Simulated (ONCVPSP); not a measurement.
## How hard is this Tm (Z = 69) ONCV potential?

```
Element                 : Tm
Generator               : ONCVPSP 4.0.1
Type                    : optimised norm-conserving Vanderbilt (ONCV)
Functional              : PBEsol
Relativity              : scalar-relativistic
Frozen core             : [Kr] 4d10 4f12
Valence charge          : 11
Reference configuration : 5s2 5p6 5d1 6s0.5 (charge +1.5)
Partial waves           : 5s+6s: rc 1.75 bohr, ncon 4, nbas 7, qcut 6.4 1/bohr, 2 projectors; 5p: rc 2.15 bohr, ncon 4, nbas 8, qcut 7.4 1/bohr, 1 projector; 5d: rc 2.30 bohr, ncon 3, nbas 6, qcut 4.4 1/bohr, 2 projectors, debl 3.1 Ha
Local potential         : polynomial inside 1.55 bohr (lpopt 5, dvloc0 1 Ha)
Core correction         : Teter function, fcfact 4.25, rcfact 1.1
```

Task: For each optimised wave give the share of its norm inside rc, the residual kinetic energy above qcut (Ha) and the cutoffs (Ha) for errors of 10, 1, 0.1 and 0.01 mHa per electron.

Result:

| wave | norm inside rc | residual KE | 10 mHa | 1 mHa | 0.1 mHa | 0.01 mHa |
| --- | --- | --- | --- | --- | --- | --- |
| 5s | 0.900 | 4.0e-05 | 12.8 | 16.3 | 19.4 | 37.4 |
| 6s | 0.058 | 2.9e-05 | 10.5 | 15.3 | 18.8 | 27.5 |
| 5p | 0.912 | 1.3e-08 | 6.5 | 9.0 | 16.5 | 20.1 |
| 5d | 0.546 | 3.5e-04 | 6.6 | 8.8 | 16.3 | 33.9 |
| d projector 2 | 0.123 | 5.5e-03 | 9.0 | 15.3 | 31.5 | 43.6 |

The occupied waves need 16 Ha and 19 Ha for 1 and 0.1 mHa.
